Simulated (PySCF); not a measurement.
Telling isomers of C4H5F3O apart by NMR

- geometry: GFN2-xTB
- GIAO PBE0/pcSseg-1 shieldings
- program: PySCF 2.14
- one conformer, in vacuum, one averaged value for each set of equivalent atoms, non-relativistic

δ = σ(ref) − σ, references computed at the same level: 1H (31.72 ppm) and 13C (186.93 ppm) vs TMS. Splittings of carbon signals by F and P are missing where no couplings were computed. Where no couplings were computed, multiplicities follow the n + 1 count of equivalent neighbours, and m marks all less simple cases (inequivalent or close neighbours, rings, F or P nearby). Shifts are as computed. Against solution values, carbons near 30 ppm lie about +3 ppm off and those near 130 ppm about +5 ppm. Of 1211 compounds with measured shifts, 218 miss one by over three times the rms of a fit or turn the order of signals round; such compounds aren't used in these exercises.

(1) Tabulate the signals of `CCC(F)(F)C(=O)F`, `CC(=O)CC(F)(F)F` and their relative energies.

(2) What is the quickest way to tell CCC(F)(F)C(=O)F from CC(=O)CC(F)(F)F?

Results:

(1) 
```json
{"SMILES": "CCC(F)(F)C(=O)F", "carbon types": "2×C 1×CH2 1×CH3", "δC": "163.1, 123.8, 34.3, 9.1", "δH": "2.25 (m, 2H), 1.10 (t, 3H)", "E rel. (kcal/mol)": "3.3"}
{"SMILES": "CC(=O)CC(F)(F)F", "carbon types": "2×C 1×CH2 1×CH3", "δC": "202.3, 134.1, 53.8, 31.4", "δH": "3.07 (m, 2H), 2.43 (s, 3H)", "E rel. (kcal/mol)": "0.0"}
```

Energies are electronic energies at PBE0/pcSseg-1 on these geometries, without zero-point or thermal terms, each for the one conformer computed, which needn't be the lowest.

(2) Both give the same number of carbon signals, with the same numbers of each carbon type, so the positions decide. The first has a carbonyl carbon (C) at 163.1 ppm, the second a ketone carbonyl carbon (C) at 202.3 ppm. In the proton spectra the most deshielded non-exchanging signals are 2.25 (m, 2H) and 3.07 (m, 2H).
